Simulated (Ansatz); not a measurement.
`[CH3][GeH2][I]` → `[CH3][GeH2]`• + I•  (homolysis of the Ge–I bond)

Calculated with Ansatz (gas phase, PBE0-D4/def2-TZVP geometries, no zero-point term in ΔE). CBS: MP2 limit from def2 TZ/QZ plus the TZ coupled-cluster correction, frozen cores. Functionals use def2-TZVPP. B3LYP here is the variant with VWN-RPA as its local correlation; programs differ in this. No spin–orbit coupling; open shells (•) take unrestricted orbitals. Spin–orbit coupling would lower the free atoms: strongly for I. Elements past krypton have def2 core potentials. Bonds to Ge, I are less sure, by a few kJ/mol each and by 10 to 20 or more in all where they break to atoms, as the def2 sets lack core-valence functions. Scalar relativity is left out up to krypton.

```json
{"level": "LDA (SPW92)", "ΔE (kJ/mol)": "374.9"}
{"level": "r2SCAN", "ΔE (kJ/mol)": "317.5"}
{"level": "B3LYP", "ΔE (kJ/mol)": "300.7"}
{"level": "RPA@PBE/def2-TZVPP", "ΔE (kJ/mol)": "289.8"}
{"level": "MP2/def2-SVP", "ΔE (kJ/mol)": "307.1"}
{"level": "CCSD/def2-SVP", "ΔE (kJ/mol)": "288.4"}
{"level": "SCS-MP2/def2-TZVPP", "ΔE (kJ/mol)": "327.5"}
{"level": "HF/CBS(def2)", "ΔE (kJ/mol)": "223.6"}
```

(1) What does CCSD(T)/CBS give? (An estimate is asked.)

Largest T1 diagnostic among the species: 0.011.

Answers

(1) Ansatz gave: +340.1 kJ/mol. The listed levels differ from it by 34.8, -22.6, -39.4, -50.3, -33.0, -51.7, -12.6, -116.5 kJ/mol.

The D4 term adds +11.7 kJ/mol with B3LYP and +6.3 kJ/mol with PBE0; it sums over pairs of atoms, weighted by their polarisabilities, and B3LYP, whose exchange is more repulsive, gets the larger term. In def2-TZVPP, CCSD(T) changes the Hartree–Fock value by +95.6 kJ/mol (the triples alone add +10.8 kJ/mol) and MP2 by +115.6 kJ/mol; breaking electron pairs costs correlation energy, which Hartree–Fock lacks.

CCSD(T)/CBS has its own doubt, a few kJ/mol and more with outer-core shells, so smaller differences from it don't rank the levels.
